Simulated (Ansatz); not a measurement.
Reaction (formal exchange of groups at a Ge–C bond): `[SiH3][GeH2][CH2]S` + `C=O` → `O=[CH][GeH2][SiH3]` + CH₃SH

Calculated with Ansatz (gas phase, PBE0-D4/def2-TZVP geometries, no zero-point term in ΔE). CCSD(T)/CBS is the MP2 limit (def2-TZVPP, def2-QZVPP) plus CCSD(T) − MP2 in def2-TZVPP, frozen cores. This one scheme is used for every species. Functionals use def2-TZVPP. B3LYP here is the variant with VWN-RPA as its local correlation; programs differ in this. For Ge outer-core shells are correlated without core-valence functions, which leaves a few kJ/mol of doubt a bond. Scalar relativity is left out up to krypton. Each species was taken in one conformer, which may not be the lowest.

```tsv
level	ΔE (kJ/mol)
PBE-D4	-2.7
r2SCAN-D4	-2.3
PBE0-D4	3.0
B3LYP-D4	0.9
ωB97X-V	4.9
ωB97M-V	5.7
CCSD/def2-TZVPP	8.9
HF/CBS(def2)	0.3
```

(1) What does CCSD(T)/CBS give? (An estimate is asked.)

Largest T1 diagnostic among the species: 0.015.

Results:

(1) Ansatz gave: +9.6 kJ/mol. The listed levels differ from it by -12.3, -11.9, -6.6, -8.7, -4.7, -3.9, -0.7, -9.3 kJ/mol.

In def2-TZVPP, CCSD(T) changes the Hartree–Fock value by +7.9 kJ/mol (the triples alone add +0.5 kJ/mol) and MP2 by +13.1 kJ/mol. From PBE to PBE0 (25 % exact exchange), in def2-TZVPP and without D4, ΔE moves by +6.2 kJ/mol.
